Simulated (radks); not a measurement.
Results of a calculation; reference values are marked as such.
Charge is removed step by step from the 5s down level of the promethium ion Pm+, starting from [Kr] 4d10 4f5 5s(up 1, down 1) 5p6 6s1. Code: a radial shooting solver on a logarithmic mesh with Libxc functionals. Model: non-relativistic Kohn-Sham, PBE, spin-polarised, spherical densities, point nucleus; open shells are filled with parallel spins first (spin-orbit coupling, left out, can overturn this in heavy ions); relativity is left out, which matters for an element this heavy.

removed (e)	E - E(0) (eV)	eigenvalue (eV)	E minus straight line (eV)
0	0.000	-41.795	0.000
0.125	5.311	-43.187	-0.625
0.25	10.797	-44.594	-1.074
0.375	16.460	-46.017	-1.347
0.5	22.302	-47.453	-1.441
0.625	28.324	-48.901	-1.355
0.75	34.528	-50.362	-1.087
0.875	40.915	-51.834	-0.636
1	47.487	-53.317	0.000

Removing the whole electron costs 47.487 eV by Delta-SCF, against 41.795 eV from minus the eigenvalue at the starting occupation. Slater's transition state (half an electron removed) gives 47.453 eV. Integrating minus the eigenvalue over the occupation (Janak's theorem) gives 47.487 eV. The mean slope of the eigenvalue, de/dn, is 11.5 eV per electron.
